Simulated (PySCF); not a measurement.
# Computed records: CH$_{2}$BF

All values are calculated (PySCF 2.14.0). Calculation on a computer-drawn molecule: vertical ionisation energy to the stated ion spin, frozen-core CCSD(T) at the basis limit and cheaper methods, single-reference cases, UHF for radicals, no spin-orbit; all values are single points at the evaluated structure, the first of each entry, which is the reference or a displaced copy of it and isn't optimised; the reference structure only sets the zero of the energies above reference; triples share is (T) over the correlation energy.

Common to all runs: charge 0; multiplicity 1; ion multiplicity 2; diffuse functions no; basis cc-pVnZ; reference is the Hartree-Fock double-zeta minimum; best is HF at quadruple zeta + MP2 correlation extrapolated from triple and quadruple zeta + CCSD(T) minus MP2 at triple zeta; basis step is the size of the change from the same recipe one zeta lower.

(1) CH$_{2}$BF

Evaluated structure:
```xyz
5
CH2BF
C     -0.2746    -1.0298    -1.1666
B     -0.6835    -0.0618    -2.0847
F     -1.0432     0.8591    -2.8929
H      0.7651    -1.2220    -1.0005
H     -1.0065    -1.5590    -0.5670
```

Reference structure:
```xyz
5
CH2BF
C     -0.2585    -1.0104    -1.1686
B     -0.6693    -0.0546    -2.0755
F     -1.0518     0.8355    -2.9198
H      0.7922    -1.2121    -1.0028
H     -0.9752    -1.5865    -0.5972
```

* ionisation energy best: 9.2 eV
* ionisation energy basis step: 0.04153 eV
* energy above reference best: 0.2348 kcal/mol
* energy above reference basis step: 0.01302 kcal/mol
* ionisation energy Koopmans at triple zeta: 9 eV
* ionisation energy EOM CCSD at triple zeta: 9.108 eV
* total energy HF triple zeta: -163.2064 hartree
* total energy CCSD(T) triple zeta: -163.7445 hartree
* total energy best: -163.8258 hartree
* T1 diagnostic at triple zeta: 0.01369
* D1 diagnostic at triple zeta: 0.03771
* ion T1 diagnostic at triple zeta: 0.01558
* ion D1 diagnostic at triple zeta: 0.04611
* ion spin squared at triple zeta: 0.7566
* triples share at triple zeta: 0.03594
* basis functions triple zeta: 118
* dipole magnitude HF at triple zeta: 0.5503 debye
* dipole magnitude CCSD unrelaxed at triple zeta: 0.5337 debye
* dipole magnitude PBE at triple zeta: 0.5572 debye
* dipole magnitude r2SCAN at triple zeta: 0.5734 debye
* dipole magnitude B3LYP at triple zeta: 0.5313 debye
* dipole magnitude wB97X at triple zeta: 0.6247 debye

Drawn bonds:
```tsv
atom	other atom	order
1	2	2
2	3	1
1	4	1
1	5	1
```

Triple zeta:
```tsv
method	ionisation energy (eV)	energy above reference (kcal/mol)
HF	7.706	0.1988
PBE	9.043	0.3945
r2SCAN	8.899	0.3642
B3LYP	9.076	0.3931
wB97X	8.974	0.3897
MP2	9.035	0.2335
CCSD	8.95	0.2364
CCSD(T)	9.043	0.2135
```

(2) CH$_{2}$BF

Evaluated structure:
```xyz
5
CH2BF
C     -0.2746    -1.0298    -1.1666
B     -0.6835    -0.0618    -2.0847
F     -1.0015     0.7524    -2.7992
H      0.7651    -1.2220    -1.0005
H     -1.0065    -1.5590    -0.5670
```

Reference structure:
```xyz
5
CH2BF
C     -0.2585    -1.0104    -1.1686
B     -0.6693    -0.0546    -2.0755
F     -1.0518     0.8355    -2.9198
H      0.7922    -1.2121    -1.0028
H     -0.9752    -1.5865    -0.5972
```

* ionisation energy best: 8.718 eV
* ionisation energy basis step: 0.04351 eV
* energy above reference best: 20.04 kcal/mol
* energy above reference basis step: 1.608 kcal/mol
* ionisation energy Koopmans at triple zeta: 8.533 eV
* ionisation energy EOM CCSD at triple zeta: 8.6 eV
* total energy HF triple zeta: -163.1793 hartree
* total energy CCSD(T) triple zeta: -163.7108 hartree
* total energy best: -163.7942 hartree
* T1 diagnostic at triple zeta: 0.01211
* D1 diagnostic at triple zeta: 0.03178
* ion T1 diagnostic at triple zeta: 0.0127
* ion D1 diagnostic at triple zeta: 0.03479
* ion spin squared at triple zeta: 0.7571
* triples share at triple zeta: 0.03445
* basis functions triple zeta: 118
* dipole magnitude HF at triple zeta: 1.59 debye
* dipole magnitude CCSD unrelaxed at triple zeta: 1.505 debye
* dipole magnitude PBE at triple zeta: 1.463 debye
* dipole magnitude r2SCAN at triple zeta: 1.504 debye
* dipole magnitude B3LYP at triple zeta: 1.48 debye
* dipole magnitude wB97X at triple zeta: 1.586 debye

Drawn bonds:
```tsv
atom	other atom	order
1	2	2
2	3	1
1	4	1
1	5	1
```

Triple zeta:
```tsv
method	ionisation energy (eV)	energy above reference (kcal/mol)
HF	7.205	17.22
PBE	8.603	22.41
r2SCAN	8.448	20.61
B3LYP	8.617	20.75
wB97X	8.515	20.81
MP2	8.563	21.26
CCSD	8.46	20.76
CCSD(T)	8.56	21.38
```
